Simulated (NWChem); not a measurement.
C$_{3}$H$_{5}$NSi; SMILES N1=C[SiH2]C=C1

```xyz
10

C     -0.7597     1.2321     0.0000
C     -1.3282     0.0094     0.0000
Si     0.0818    -1.2079     0.0000
C      1.2914     0.2656     0.0000
N      0.6575     1.3809     0.0000
H     -1.3200     2.1732     0.0000
H     -2.4106    -0.1254     0.0000
H      0.1863    -2.0679     1.2171
H      0.1863    -2.0679    -1.2171
H      2.3900     0.2896     0.0000
```
Atoms are numbered in this order, from 1.

All runs: NWChem. Medium grid unless said otherwise, to which SCAN and Minnesota functionals are sensitive. The geometry was optimised at PBE0/def2-SVP. Hybrids' shares of exact exchange are those that their runs print; pure functionals count as 0. The functionals differ in more than this share.

```
row                    share of exact exchange  orbital gap (eV)
---------------------  -----------------------  ----------------
PBE/def2-SVP                              0.00              2.75
M06-L/def2-SVP                            0.00              3.20
B3LYP/def2-SVP                            0.20              4.74
PW6B95/def2-SVP                           0.28          withheld
Hartree-Fock/def2-SVP                     1.00             11.40
```

Task: Fit a straight line of the last column on the one before it, predict the withheld value, and compare with the run.

Result: 
1. Means of the 4 shown rows: x = 0.300, y = 5.523. Slope Σ(x − x̄)(y − ȳ)/Σ(x − x̄)² = 5.721/0.6800 = 8.413; intercept 2.999.
2. The shown rows scatter about the line by 0.163 (root mean square); the largest residual is -0.25, at PBE/def2-SVP.
3. At x = 0.28 (PW6B95/def2-SVP; inside the shown range) the line gives 5.35.
4. The run gives 5.37, +0.02 from the line, 0.1 times the scatter.
